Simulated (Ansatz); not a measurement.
Species: sum formula BN$_{2}$H$_{4}$Br, net charge 0, singlet state. 
Coordinates optimised at B3LYP-D3(BJ)/def2-TZVP (Ansatz, an electronic-structure program):
```xyz
8

N      1.2961    -1.5500     0.2936
B      0.0337    -0.9635     0.1149
N     -1.1839    -1.6610     0.0892
Br    -0.0346     0.9913    -0.1182
H      2.1410    -1.0087     0.3048
H      1.4346    -2.5379     0.4205
H     -2.0640    -1.1969    -0.0418
H     -1.2530    -2.6582     0.1990
```
Charge 0, spin multiplicity 1.

Quantity: atomisation energy (electronic, to ground-state atoms), in eV. Valence correlation only, unless marked. Open shells are spin-unrestricted. Spin-orbit coupling is left out. The frozen core is the preceding noble-gas configuration, with the filled d and f shells of earlier blocks. No relativistic terms. The coupled-cluster limit lacks core correlation, which all-electron functionals hold. Basis-set limits of correlation are two-point, X^-3; Hartree-Fock from the larger set.

| level | program | atomisation energy (eV) |
|---|---|---|
| PBE-D4/def2-TZVPD | Ansatz + dftd4 | 31.44 |
| B3LYP-D3(BJ)/def2-TZVPD | Ansatz + dftd3 | ? |
| PBE0/STO-3G | Ansatz | 33.90 |
| BHLYP-D3(BJ)/def2-TZVPD | Ansatz + dftd3 | 29.76 |
| BHLYP/def2-TZVPD | Ansatz | 29.54 |
| HSE06-D4/def2-TZVPD | Ansatz + dftd4 | ? |
| LC-wPBE-D3(BJ)/def2-TZVPD | Ansatz + dftd3 | 30.67 |
| LC-wPBE/def2-TZVPD | Ansatz | 30.52 |
| wB97M-V/def2-TZVPD | Ansatz | 30.75 |
| B2GP-PLYP/def2-TZVPD | Ansatz | ? |
| SCS-MP2/6-31G* | Ansatz | 27.44 |
| SCS-MP2/aug-cc-pVQZ | Ansatz | 30.84 |
| CCSD(T)/CBS(aug-cc-pVTZ,aug-cc-pVQZ) | Ansatz | 30.48 |

Complete the blanks.


- B3LYP-D3(BJ)/def2-TZVPD, atomisation energy (eV): 30.79
- HSE06-D4/def2-TZVPD, atomisation energy (eV): 30.78
- B2GP-PLYP/def2-TZVPD, atomisation energy (eV): 30.14
